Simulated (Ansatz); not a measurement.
`I[SiH]1CS1`, relaxed with RKS PBE-D4/def2-SVP in Ansatz 0.2.0 from a rough embedded geometry. The force threshold is 0.03 eV/Å; the program also tests the step.

Charge 0, multiplicity 1. I: def2 effective core potential.

Start:

```xyz
7

I     1.207    2.221   -1.136
Si   -0.295    0.825    0.058
C    -0.052   -0.919   -0.165
S     0.889   -0.652    1.202
H    -1.248    1.400    1.058
H    -0.935   -1.579    0.038
H     0.435   -1.296   -1.055
```

Task: By how much does the energy fall, and how many steps does the optimiser take? (Estimate.)

Result: The calculation gave: 82.60 kJ/mol, in 5 steps.

Task: Which bonds change most? (Best estimate.)

Result: The calculation gave: C3–S4 from 1.680 to 1.899 Å; Si2–S4 from 2.211 to 2.109 Å; Si2–C3 from 1.774 to 1.857 Å; I1–Si2 from 2.372 to 2.451 Å.

Task: Give the relaxed structure. (An estimate is asked.)

Result: Computed: 
```xyz
7

I     1.106    2.380   -1.183
Si   -0.087    0.798    0.259
C    -0.134   -0.999   -0.207
S     0.962   -0.696    1.315
H    -1.257    1.472    0.899
H    -1.027   -1.614    0.004
H     0.438   -1.341   -1.089
```
